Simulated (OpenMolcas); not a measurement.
# Xe III: effect of the active space

```json
{
 "Program": "OpenMolcas",
 "Method": "SS-CASPT2 or its RAS form, IPEA 0.25 Eh, imaginary shift 0.1 Eh",
 "Basis": "ANO-RCC-VQZP",
 "Scalar Hamiltonian": "DKH2, point nucleus",
 "Spin-orbit coupling": "RASSI with atomic mean-field integrals over the reference wave functions, term energies averaged over their components"
}
```

A. 4 electrons in 3 orbitals (5p); 2S+1 = 3 even, 3 roots; 2S+1 = 1 even, 6 roots; closed shells correlated: 4d 5s; CASPT2 step of the order of 2.5 core-seconds
B. 4 electrons in 9 orbitals (RAS2 5p; RAS3 5d 6s, at most 1 electron); 2S+1 = 3 even, 3 roots; 2S+1 = 1 even, 6 roots; 2S+1 = 5 odd, 6 roots; 2S+1 = 3 odd, 54 roots; 2S+1 = 1 odd, 48 roots; closed shells correlated: 4d 5s; CASPT2 step of the order of 2.5 core-minutes
C. 6 electrons in 9 orbitals (RAS2 5s 5p; RAS3 5d, at most 2 electrons); 2S+1 = 3 even, 3 roots; 2S+1 = 1 even, 7 roots; 2S+1 = 3 odd, 3 roots; 2S+1 = 1 odd, 3 roots; closed shells correlated: 4d; CASPT2 step about 16 core-seconds

Energies in cm⁻¹ above 5s² 5p⁴ ³P₂, the measured ground level; measured values from Saloman, J. Phys. Chem. Ref. Data 33, 765 (2004).

```csv
Level,A,B,C,Measured
5s² 5p⁴ ³P₂,0.0,0.0,0.0,0.0
5s² 5p⁴ ³P₀,7940,8480,7930,8130
5s² 5p⁴ ³P₁,8910,8900,8720,9794
5s² 5p⁴ ¹D₂,16630,16740,16360,17099
5s² 5p⁴ ¹S₀,35200,38340,34780,36103
```

Deviations, from unrounded energies. A percentage is the sum of absolute deviations over the sum of measured energies, with the sign that they share, or ± where signs differ.

| Against measurement | Levels | A | B | C |
| --- | --- | --- | --- | --- |
| mean absolute deviation (cm-1) | 4 | 610 | 960 | 840 |
| fine structure of the ground term (%) | 2 | -6.0 | ±7.0 | -7.2 |
| other terms of the ground configuration (%) | 2 | -2.6 | ±4.9 | -3.9 |

A lies closest to measurement on these levels and B furthest from it. The largest miss of A in the table is 5s² 5p⁴ ¹S₀, by -900 cm-1. The ranking rests on the paired levels alone, and a cruder setting can come out closer through cancelling errors.

Among A to C the level of the table that moves most is 5s² 5p⁴ ¹S₀, by 3600 cm-1 (lowest in C, highest in B). Moves below CASPT2's spread within the term are not significant.

Term energies are means over components that CASPT2 splits; among the terms shown or strongly mixed into the levels shown the widest spread is 170 cm-1 (5s² 5p⁴ ¹D, A). Over all roots computed the reference weight is 0.84 to 0.92 in B; the roots of lowest weight are the least certain, and an intruder state may touch them. With the s shell closed, the reference lacks s² → p² mixing (holds for A; B). The run also gave levels led by 5s 5p⁴ 5d, 5s² 5p³ 5d, which use shells meant for correlation; these and all levels above them are left out (holds for C). Measured partners are found by configuration, term and J. A level has none where our copy of the source lacks it or the pairing is in doubt (some pairs that miss far off the trend of their configuration count as doubtful), and it then counts in no deviation. Only configurations of the active space appear. Levels that lie high or do not pair safely by name in every column are left out.
